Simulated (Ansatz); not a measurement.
# Two structures, one formula

The two ends of one reaction step of GeH$_{8}$O$_{2}$, singlet (PBE0-D4/def2-TZVP).

A:

| atom | x (Å) | y (Å) | z (Å) |
| --- | --- | --- | --- |
| Ge1 | -0.3722 | 0.5475 | -1.4794 |
| H2 | -0.4669 | -2.8130 | 0.4271 |
| H3 | 0.4780 | -0.6475 | -1.9365 |
| H4 | -1.6742 | 0.1167 | -0.8058 |
| H5 | -0.6183 | 1.5152 | -2.6506 |
| H6 | 0.5722 | 0.4312 | 1.3922 |
| O7 | 0.5029 | 1.4422 | -0.1881 |
| H8 | -0.2249 | -2.2662 | 0.8793 |
| O9 | 0.5245 | -0.2402 | 2.0909 |
| H10 | 1.3481 | 1.7911 | -0.4796 |
| H11 | -0.0692 | 0.1230 | 2.7504 |

B:

```xyz
11
angstrom
Ge -0.5755 -0.5645 -1.6847
H -0.4676 -1.2679 -0.3186
H -0.7895 -1.6684 -2.7390
H -1.7708 0.3869 -1.6938
H 0.7354 0.1624 -1.9984
H 0.3099 1.0976 1.1772
O -0.1280 1.6778 0.5346
H 0.7383 -1.0805 1.4344
O 0.9637 -0.4223 2.0997
H 0.5227 2.3444 0.3071
H 0.4613 -0.6654 2.8814
```

Program: Ansatz 0.2.0. Basis: def2-TZVPP. Cores are frozen in the correlated methods. Filled d shells of the heavier atoms are correlated. The def2 sets are not built for correlating such inner shells, so the correlated values are less sure here. B3LYP uses VWN-RPA correlation.

Problem. Which structure is lower at CCSD(T), and by how much? (An estimate is asked for; the value comes from the calculation.)

Solution. The calculation gives: B, by 1.67 kcal/mol (electronic energy, against the other). By their contacts, A is a complex of GeH₄O ([OH][GeH3]) + H₂O + H₂ and B is a complex of GeH₄ + H₂O + H₂O.

All methods give the same order:

```json
{"method": "SPW92", "E(B) − E(A) (kcal/mol)": "-5.03"}
{"method": "PBE-D4", "E(B) − E(A) (kcal/mol)": "-2.57"}
{"method": "BLYP-D4", "E(B) − E(A) (kcal/mol)": "-0.75"}
{"method": "r2SCAN-D4", "E(B) − E(A) (kcal/mol)": "-1.71"}
{"method": "B97M-V", "E(B) − E(A) (kcal/mol)": "-3.25"}
{"method": "PBE0-D4", "E(B) − E(A) (kcal/mol)": "-3.22"}
{"method": "B3LYP-D4", "E(B) − E(A) (kcal/mol)": "-1.59"}
{"method": "r2SCAN0-D4", "E(B) − E(A) (kcal/mol)": "-2.55"}
{"method": "BHLYP-D4", "E(B) − E(A) (kcal/mol)": "-2.03"}
{"method": "CAM-B3LYP-D4", "E(B) − E(A) (kcal/mol)": "-1.94"}
{"method": "wB97X-V", "E(B) − E(A) (kcal/mol)": "-1.61"}
{"method": "wB97M-V", "E(B) − E(A) (kcal/mol)": "-2.29"}
{"method": "B2PLYP", "E(B) − E(A) (kcal/mol)": "-1.14"}
{"method": "PBE-QIDH", "E(B) − E(A) (kcal/mol)": "-2.25"}
{"method": "RPA on PBE", "E(B) − E(A) (kcal/mol)": "-1.01"}
{"method": "HF", "E(B) − E(A) (kcal/mol)": "-1.81"}
{"method": "MP2", "E(B) − E(A) (kcal/mol)": "-0.27"}
{"method": "CCSD", "E(B) − E(A) (kcal/mol)": "-2.15"}
{"method": "CCSD(T)", "E(B) − E(A) (kcal/mol)": "-1.67"}
```

The T1 diagnostic stays at or below 0.011.

Labels in which every atom is bracketed show which atoms are joined, not bond orders.

For scale, one of the runs: CCSD(T)/def2-TZVPP, 222 basis functions (an equivalent command: `ansatz run in.yaml --threads 4`). Time: 93 s of wall clock on 4 CPU threads; the host was shared. Peak host memory: 3.7 GiB.
